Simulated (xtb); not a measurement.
C6H12, charge +1, doublet, geometry from GFN2-xTB (a state made from the parent by changing its charge; the spin is typed, not shown lowest), atoms displaced at random by about 0.05 Å a coordinate. Base run: GFN2-xTB (xtb).

xtb was given this input:
```
$ xtb mol.xyz --gfn 2 --chrg 1 --uhf 1 --opt --json

# file mol.xyz
18

C     -0.74598915     1.15592993    -0.73383467
C      0.74049172     1.32135959    -0.03986417
C      1.44912598    -0.01277856    -0.14939868
C      0.59553828    -1.22439608     0.69430591
C     -0.68563363    -1.27765382     0.08341983
C     -1.48830522     0.11895194     0.20905372
H     -0.64921512     0.89088966    -1.70462371
H     -1.22880360     2.01826198    -0.73337734
H      1.15872618     2.08579492    -0.80409047
H      0.70978852     1.62095800     1.00749036
H      1.48320222    -0.49244194    -1.15853798
H      2.38732629    -0.08561990     0.33987779
H      1.16141213    -2.04874406     0.69830089
H      0.66193707    -0.75982790     1.77895486
H     -1.12881195    -1.95271620     0.65185045
H     -0.75121928    -1.65210745    -0.95080672
H     -1.49316259     0.41624108     1.19521629
H     -2.39426323     0.03808545    -0.32714053
```

Variants of this job, named by their change:

```tsv
change	ΔE vs base (mEh)	optimiser steps
base	0.000	11
alpb = ether	-74.357	11
opt level = loose	0.041	7
alpb = chcl3	-75.955	11
opt level = lax	0.027	8
opt level = extreme	-0.002	16
engine = lbfgs	0.000	-
opt level = crude	0.170	5
opt level = tight	-0.002	13
opt level = sloppy	0.041	7
```
